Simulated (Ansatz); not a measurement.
Worked example: a bond strength in CH5AlO2 (SMILES C[Al](O)O)

The species is CH5AlO2 (9 atoms), meant as a singlet with charge 0. As SMILES, `C[Al](O)O`. The shape was relaxed beforehand at r2SCAN/def2-SVP. This is one conformer, not always the lowest.

```xyz
9

C    -0.0269    1.1054   -1.0302
Al   -0.0028   -0.3076    0.2898
O     0.9629   -1.6802   -0.0132
O    -0.9404   -0.1263    1.7030
H    -0.2236    0.7101   -2.0406
H    -0.7877    1.8694   -0.8068
H     0.9512    1.6137   -1.0801
H     1.0952   -2.4583    0.5318
H    -1.0280   -0.7264    2.4463
```

Wanted: the dissociation energy of the H8–O3 bond into doublet H and doublet CH4AlO2 (shapes relaxed at r2SCAN/def2-SVP, no zero-point term). 1 Eh = 2625.50 kJ/mol = 27.2114 eV. Totals in Eh; open shells run unrestricted unless said.

```tsv
level	program	CH5AlO2	doublet H	doublet CH4AlO2
HF/def2-SVP	Ansatz	-432.319710	-0.499278	-431.677013
B2PLYP/def2-SVP, 8 core orbitals frozen	Ansatz	-433.587791	-0.497926	-432.895503
CCSD(T)/def2-SVP, 8 core orbitals frozen	Ansatz	-432.948244	-432.257548	-0.499278
```

Task: Work out the dissociation energy at each level.

Result: 
1. HF/def2-SVP: (-0.499278) + (-431.677013) − (-432.319710) = 0.143419 Eh = 376.5 kJ/mol = 3.90 eV.
2. B2PLYP/def2-SVP: (-0.497926) + (-432.895503) − (-433.587791) = 0.194362 Eh = 510.3 kJ/mol = 5.29 eV.
3. CCSD(T)/def2-SVP: (-432.257548) + (-0.499278) − (-432.948244) = 0.191418 Eh = 502.6 kJ/mol = 5.21 eV.

The levels span 377 to 510 kJ/mol; no measured value is set beside them. Hartree–Fock lacks the correlation of the bonding electrons, so it comes out low. A bond enthalpy at 298 K also holds the loss of zero-point energy and thermal terms.
